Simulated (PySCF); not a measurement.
In(F)2(NCO) (CF2InNO), SMILES [F][In]([F])[N]=C=O. Atoms are numbered in the order given.

```xyz
6

In     0.0067    -0.5364     0.0000
F     -1.8953    -0.9341     0.0000
F      1.2450    -2.0260     0.0000
N      0.7184     1.3485     0.0000
C      0.2430     2.4699     0.0000
O     -0.1200     3.5831     0.0000
```

Geometry optimised at r2SCAN-D4/def2-SVP. The structure was generated by enumeration; whether it is a known compound was not checked. The def2 effective core potentials stand for the cores of In; spin–orbit coupling is left out. Other conformers were not sampled.

All values below come from r2SCAN-D4/def2-SVP (PySCF).

Frequencies are harmonic and unscaled.

Computed harmonic wavenumbers and intensities:
```csv
mode,ν (cm⁻¹),IR (km/mol),Raman (Å⁴/amu),depolarisation,moving atoms (share of kinetic energy)
1,41,0.1,0.6,0.75,"N 49 %, O 27 %, F 21 %"
2,54,2.9,1.6,0.75,"F 48 %, O 36 %"
3,120,38.2,0.7,0.74,"F 84 %, In 14 %"
4,134,19.0,1.6,0.71,"N 36 %, F 21 %, O 19 %, In 14 %, C 11 %"
5,137,41.2,0.1,0.75,"F 47 %, In 33 %, N 18 %"
6,447,24.4,20.5,0.14,"N 39 %, C 25 %, O 19 %, In 13 %"
7,606,19.4,0.4,0.75,"C 73 %, O 15 %, N 12 %"
8,613,29.3,20.4,0.06,"F 70 %, C 17 %"
9,636,50.1,2.5,0.34,"C 45 %, N 21 %, F 20 %, O 9 %"
10,646,52.5,3.7,0.74,"F 80 %, In 18 %"
11,1411,18.1,11.7,0.19,"N 57 %, O 42 %"
12,2364,1119.0,4.9,0.68,"C 71 %, O 15 %, N 14 %"
```
